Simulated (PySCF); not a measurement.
CH4BeOS, SMILES C[O][Be][SH].

Coordinates come from a B3LYP-D3(BJ)/def2-SVP optimisation. Other conformers were not sampled.

All values below come from PySCF 2.14.0 with B3LYP-D3(BJ)/def2-SVP.

Frequencies are harmonic and unscaled.

A small imaginary wavenumber (i) marks a very flat motion, where grid noise or a shallow saddle decides the sign.

| mode | ν (cm⁻¹) | IR (km/mol) | Raman (Å⁴/amu) | depolarisation | moving atoms (share of kinetic energy) |
|---|---|---|---|---|---|
| 1 | 6i | 11.7 | 0.9 | 0.75 | H 98 % |
| 2 | 35 | 3.6 | 0.0 | – | O 48 %, H 20 %, C 19 % |
| 3 | 75 | 2.5 | 0.0 | – | O 44 %, H 22 %, C 19 %, Be 9 % |
| 4 | 280 | 48.7 | 1.4 | 0.57 | Be 65 %, O 18 %, H 16 % |
| 5 | 299 | 41.1 | 0.4 | 0.75 | Be 81 %, O 14 % |
| 6 | 413 | 5.9 | 9.2 | 0.20 | S 50 %, C 23 %, O 18 % |
| 7 | 668 | 5.8 | 4.7 | 0.75 | H 80 %, Be 14 % |
| 8 | 1080 | 1.0 | 1.0 | 0.01 | Be 38 %, C 37 %, O 15 % |
| 9 | 1189 | 0.4 | 1.2 | 0.71 | H 77 %, C 19 % |
| 10 | 1191 | 0.2 | 1.0 | 0.75 | H 76 %, C 19 % |
| 11 | 1464 | 288.7 | 36.9 | 0.42 | H 69 %, C 21 % |
| 12 | 1474 | 4.5 | 24.8 | 0.75 | H 97 % |
| 13 | 1475 | 2.4 | 24.9 | 0.75 | H 97 % |
| 14 | 1590 | 546.1 | 6.5 | 0.09 | Be 42 %, O 41 %, H 16 % |
| 15 | 2657 | 1.6 | 145.0 | 0.29 | H 97 % |
| 16 | 2991 | 105.2 | 209.4 | 0.01 | H 98 % |
| 17 | 3065 | 41.8 | 114.6 | 0.75 | H 90 %, C 10 % |
| 18 | 3068 | 38.9 | 117.3 | 0.75 | H 90 %, C 10 % |
